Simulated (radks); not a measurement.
Os, configuration [Xe] 4f14 5d6 6s2. All-electron calculation, Dirac Kohn-Sham, PBEsol, spin-unpolarised, spherical densities, point nucleus; open shells fill j = l - 1/2 first. Program: a radial shooting solver on a logarithmic mesh with Libxc functionals.

Radial electron density D(r) = 4 pi r^2 rho(r):

r (bohr)   D(r) (e/bohr)
0.0009117          7.749
0.00107            9.871
0.001266           12.67
0.001485           15.99
0.001743           20.06
0.002045           24.99
0.0024             30.90
0.002817           37.84
0.003305           45.83
0.00391            55.28
0.004588           65.08
0.005385           75.29
0.006319           85.35
0.007415           94.55
0.008702           102.0
0.01021            107.0
0.01208            108.8
0.01418            107.2
0.01664            103.3
0.01952            98.83
0.02291            96.20
0.02688            97.93
0.03155            105.4
0.03732            118.2
0.0438             131.2
0.05139            139.2
0.06031            137.9
0.07078            127.7
0.08306            115.0
0.09747            108.9
0.1153             114.7
0.1353             125.6
0.1588             128.6
0.1863             114.8
0.2187             90.19
0.2566             71.43
0.3011             69.28
0.3562             78.01
0.418              80.60
0.4906             69.73
0.5757             51.05
0.6756             34.51
0.7928             24.63
0.9303             19.57
1.101              15.69
1.291              11.83
1.516              8.211
1.779              5.474
2.087              3.679
2.449              2.509
2.874              1.667
3.4               0.9924
3.99              0.5298
4.682             0.2405
5.495            0.09110
6.448            0.02811
7.567           0.006783
8.88            0.001224
10.5           0.0001419

D(r) has 4 maxima, at r = 0.0121, 0.0548, 0.151, 0.398 bohr, and minima at 0.0235, 0.0983, 0.282 bohr, inside which lie 2.01, 11.11, 29.93 electrons.
